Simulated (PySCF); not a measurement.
Cl₂HSbTe, SMILES [Cl][Sb]([Cl])[TeH].

Geometry: B3LYP-D3(BJ)/def2-SVP. The structure was generated by enumeration; whether it is a known compound was not checked. The def2 effective core potentials stand for the cores of Sb, Te; spin–orbit coupling is left out.

Two levels are set side by side: TDA-PBE/def2-SVPD (PySCF) and TDA-M06-2X/def2-SVPD (PySCF). Vertical, same geometry. The lowest singlet is HOMO→LUMO 89 % with PBE and HOMO→LUMO 86 % with the other functional; states are paired by order. Differences are taken from unrounded values.

```csv
quantity,TDA-M06-2X
lowest singlet excitation (eV),3.43
lowest triplet excitation (TDA) (eV),3.02
first bright state (f over 0.05) (eV),5.50
its oscillator strength,0.57
```

**Question.** What does TDA-PBE give, and how far is it from TDA-M06-2X? (An estimate is asked for; the answer gives what the named calculation found.)

**Answer.** 
| quantity | TDA-PBE | TDA-PBE minus TDA-M06-2X |
|---|---|---|
| lowest singlet excitation (eV) | 2.87 | -0.56 |
| lowest triplet excitation (TDA) (eV) | 2.68 | -0.34 |
| first bright state (f over 0.05) (eV) | 4.80 | -0.70 |
| its oscillator strength | 0.15 | -0.42 |

A lower first singlet is the usual sign of a functional without exact exchange. Differences between two approximate levels are no errors against the true value.

Rough cost on one machine, each run with all the roots and properties that it gave: TDA-M06-2X against TDA-PBE about 7 times.
